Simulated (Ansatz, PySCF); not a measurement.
C2H6BFO2, SMILES COB(O)CF. Atoms are numbered in the order given.

```xyz
12

C     -2.4054     0.4673     0.2283
O     -1.0539     0.7858     0.4547
B     -0.0427     0.0110     0.0059
O     -0.2611    -1.1290    -0.6960
C      1.4503     0.4537     0.3120
F      2.3217    -0.4820    -0.2399
H     -2.8921     1.3017    -0.3002
H     -2.9155     0.3290     1.1945
H     -2.5174    -0.4497    -0.3694
H      0.5894    -1.5288    -0.9212
H      1.6423     0.5201     1.3971
H      1.6780     1.4457    -0.1159
```
Charge 0, spin multiplicity 1.

The structure is a stationary point at PBE0-D3(BJ)/def2-SVP. The structure was generated by enumeration, and PubChem lists no compound with its InChIKey, so it may never have been made. One conformer was computed; it need not be the lowest.

Two levels are set side by side: PBE-D3(BJ)/def2-SVP (Ansatz, a quantum-chemistry and plane-wave program) and PBE0-D3(BJ)/def2-SVP (Ansatz). Each level has its own optimised geometry; the coordinates shown are those of the second. Frequencies come from the Hessian of PySCF at each geometry. Differences are taken from unrounded values.

```
quantity                            PBE0-D3(BJ)
----------------------------------  -----------
mean bond length (Å)                      1.234
bond C1–O2 (Å)                            1.407
bond O2–B3 (Å)                            1.351
bond B3–O4 (Å)                            1.356
bond B3–C5 (Å)                            1.587
bond C5–F6 (Å)                            1.393
bond C1–H7 (Å)                            1.101
bond C1–H8 (Å)                            1.101
bond C1–H9 (Å)                            1.100
bond O4–H10 (Å)                           0.966
bond C5–H11 (Å)                           1.104
bond C5–H12 (Å)                           1.104
highest harmonic wavenumber (cm⁻¹)         3855
mean harmonic wavenumber (cm⁻¹)            1360
zero-point energy (kcal/mol)              58.33
```

Problem. What does PBE-D3(BJ) give, and how far is it from PBE0-D3(BJ)? (The exact figures need the calculation; the answer reports its results.)

Solution. 
| quantity | PBE-D3(BJ) | PBE-D3(BJ) minus PBE0-D3(BJ) |
|---|---|---|
| mean bond length (Å) | 1.245 | 0.011 |
| bond C1–O2 (Å) | 1.422 | 0.015 |
| bond O2–B3 (Å) | 1.362 | 0.011 |
| bond B3–O4 (Å) | 1.368 | 0.012 |
| bond B3–C5 (Å) | 1.595 | 0.008 |
| bond C5–F6 (Å) | 1.411 | 0.018 |
| bond C1–H7 (Å) | 1.110 | 0.009 |
| bond C1–H8 (Å) | 1.110 | 0.009 |
| bond C1–H9 (Å) | 1.109 | 0.009 |
| bond O4–H10 (Å) | 0.979 | 0.013 |
| bond C5–H11 (Å) | 1.114 | 0.010 |
| bond C5–H12 (Å) | 1.114 | 0.010 |
| highest harmonic wavenumber (cm⁻¹) | 3663 | -192 |
| mean harmonic wavenumber (cm⁻¹) | 1310 | -50 |
| zero-point energy (kcal/mol) | 56.20 | -2.13 |

GGA bonds tend to be longer and softer than those of functionals with exact exchange. Differences between two approximate levels are no errors against the true value.
